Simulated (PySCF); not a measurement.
# Two-component Hartree-Fock for Ru²⁹⁺ (ruthenium, charge +29)

Start: [Ne] 3s2 3p3; 3p1/2 filled at m_j = -1/2, +1/2; 3p3/2 filled at m_j = +3/2. Calculated with PySCF 2.14 in an uncontracted even-tempered set (19 s from 4.6 bohr⁻², ratio 2.4; 14 p from 6 bohr⁻², ratio 2.4; 5 d from 23 bohr⁻², ratio 2.6; 4 f from 34 bohr⁻², ratio 2.6): generalised Hartree-Fock with the X2C-1e Hamiltonian and a Gaussian nucleus; one run each with spin-orbit coupling (SO) switched off, then screened by Boettger's factors.

```json
{"spinor shell": "1s1/2", "electrons": "2", "ε, spin-free (eV)": "-23713.2", "ε, screened SO (eV)": "-23710.4", "weight of nominal j (screened SO)": "1.000", "rms radius, screened SO (bohr)": "0.0384"}
{"spinor shell": "2s1/2", "electrons": "2", "ε, spin-free (eV)": "-4694.5", "ε, screened SO (eV)": "-4693.1", "weight of nominal j (screened SO)": "1.000", "rms radius, screened SO (bohr)": "0.155"}
{"spinor shell": "2p1/2", "electrons": "2", "ε, spin-free (eV)": "-4354.6", "ε, screened SO (eV)": "-4449.8", "weight of nominal j (screened SO)": "1.000", "rms radius, screened SO (bohr)": "0.135"}
{"spinor shell": "2p3/2", "electrons": "4", "ε, spin-free (eV)": "-4354.6", "ε, screened SO (eV)": "-4308.6", "weight of nominal j (screened SO)": "1.000", "rms radius, screened SO (bohr)": "0.139"}
{"spinor shell": "3s1/2", "electrons": "2", "ε, spin-free (eV)": "-1757.3", "ε, screened SO (eV)": "-1756.7", "weight of nominal j (screened SO)": "1.000", "rms radius, screened SO (bohr)": "0.381"}
{"spinor shell": "3p1/2", "electrons": "2", "ε, spin-free (eV)": "-1662.7", "ε, screened SO (eV)": "-1674.2", "weight of nominal j (screened SO)": "0.969", "rms radius, screened SO (bohr)": "0.368"}
{"spinor shell": "3p3/2", "electrons": "1", "ε, spin-free (eV)": "-1662.7", "ε, screened SO (eV)": "-1647.3", "weight of nominal j (screened SO)": "1.000", "rms radius, screened SO (bohr)": "0.375"}
```

```tsv
quantity	spin-free	screened SO
E (hartree)	-3916.54653	-3917.81241
M_J	3/2	3/2
⟨J²⟩	3.750	3.754
⟨L²⟩	0.000	1.683
⟨S²⟩	3.750	2.029
```

Each row is a mean over spinors that exchange with the open shell spreads, by up to 24.994 eV (3s1/2).

Breit and QED terms are absent; they matter most for the inner s and p1/2 levels.

Densities and radii are taken from the X2C orbitals without a picture-change correction, which distorts them close to the nucleus.

Without spin-orbit coupling the j labels of p, d and f shells carry no meaning; the spin-free column gives the mean over the occupied spinors of each nl shell.
